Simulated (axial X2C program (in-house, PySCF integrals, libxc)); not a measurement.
## Levels of InCl⁻ by electron attachment to InCl (EOM-EA-CCSD)

Calculated with an axial X2C code built on PySCF integrals: two-component X2C with atomic mean-field Coulomb and Gaunt terms, Gaussian nuclei, basis In dyall-acv3z, Cl dyall-av3z with contracted cores.

R = 2.642 Å (1.090 times 2.424 Å, the PBE0 minimum at charge 0 for the lowest determinant).

Levels of InCl⁻ obtained by attaching an electron to InCl:

```
  Ω  binding energy (eV)  above lowest (cm⁻¹)                  attached spinor  one-particle weight
1/2                0.490                    0                        88% In pπ                 0.96
3/2                0.387                  825                        88% In pπ                 0.96
1/2               -0.243                 5910             67% In pσ, 28% In sσ                 0.99
1/2               -0.710                 9680              89% In pπ, 7% In sσ                 0.99
3/2               -0.744                 9948                        98% In pπ                 0.99
1/2               -0.752                10017  58% In sσ, 19% In pσ, 10% In dσ                 0.99
1/2               -1.324                14626             76% In pσ, 11% In dσ                 0.97
```

(1) What is the splitting of the first π pair in the table, and is it regular or inverted?

Negative binding energies belong to unbound states, resonances or levels that the basis set holds; within some tenths of an eV of zero the sign is not settled.

This point took 11 s on 1 thread of Arm Neoverse V2, with other jobs on the host.

Reference electrons by ω block (each with its −ω partner): 1/2: 22, 3/2: 9, 5/2: 2. 10 electrons of InCl correlated (inner shells frozen), 92 natural virtual spinors (a truncated set); levels can be off by some tenths of an eV. Roots sought by Ω: (1/2: 5, 3/2: 4, 5/2: 2, 7/2: 1); rows need 60 % one-particle weight and stop where some Ω has no more roots. Missing are any skipped roots, higher Ω and states of a further excitation; these come out far too high here and may in truth be low or lowest. T1 of the reference 0.012 (Lee–Taylor). Number of frozen shells: In 4 s, 3 p, 2 d; Cl 2 s, 1 p.

Answers

(1) E(3/2) − E(1/2) = 825 − 0 = 825 cm⁻¹ at EOM-EA-CCSD: regular, Ω = 1/2 lower. Splittings at this level can be off by ten to twenty per cent.
